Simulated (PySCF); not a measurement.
C₄H₁₄OSi₃.
Numbering: `[SiH3:1][SiH2:2][O:3][SiH2:4][CH2:5][CH:6]1[CH2:7][CH2:8]1`

Geometry (GFN2-xTB, Å), atoms numbered from 1 in this order:
```
atom  x, y, z in Å
Si1    3.8748    1.2650    0.5494
Si2    3.2277   -0.9398    0.4148
O3     1.6099   -0.8945    0.2583
Si4    0.0711   -1.3353    0.0258
C5    -0.9842    0.2132    0.3341
C6    -2.4561   -0.0736    0.1821
C7    -3.4046    1.0099   -0.2344
C8    -3.0697   -0.1033   -1.1829
H9     3.7177    2.0151   -0.7044
H10    5.2960    1.3697    0.9036
H11    3.1512    2.0504    1.5584
H12    3.4891   -1.7679    1.5994
H13    3.7283   -1.6919   -0.7439
H14   -0.2394   -2.4007    0.9810
H15   -0.0409   -1.8119   -1.3534
H16   -0.7005    1.0048   -0.3624
H17   -0.7960    0.6027    1.3382
H18   -2.8313   -0.7987    0.8948
H19   -2.9984    1.9893   -0.4383
H20   -4.3922    1.0341    0.2012
H21   -2.4346    0.1232   -2.0259
H22   -3.8283   -0.8402   -1.3988
```

Definitions: NICS(0) = −σiso at the ring centroid; NICS(1) = −σiso and NICS(1)zz = −σzz at ±1 Å along the ring normal z. Level: GIAO PBE0/pcSseg-1 (PySCF, non-relativistic, gas phase) on the GFN2-xTB geometry, one conformer.

Ring bond lengths (Å), with Mayer bond orders in brackets: C6–C7 1.499 (0.96), C7–C8 1.500 (0.97), C8–C6 1.497 (0.94).

Task: Give the NICS values of each ring in ppm.

Result: 
```json
{"ring": "C6–C7–C8", "type": "3-membered carbocycle; formal bonds all single", "NICS(0)": "-44.6", "NICS(1), two faces": "-8.9 / -8.6", "NICS(1)zz, two faces": "-24.0 / -21.6", "rms pucker (Å)": "0.00", "centre to ring atoms, mean (Å)": "0.87"}
```

Task: What can be read from them?

Result: 
- C6–C7–C8: mean NICS(1)zz -22.8 ppm, shielded. C6, C7, C8 have four or more neighbours; no verdict on aromaticity is drawn. NICS(0) lies 36 ppm below the mean NICS(1).
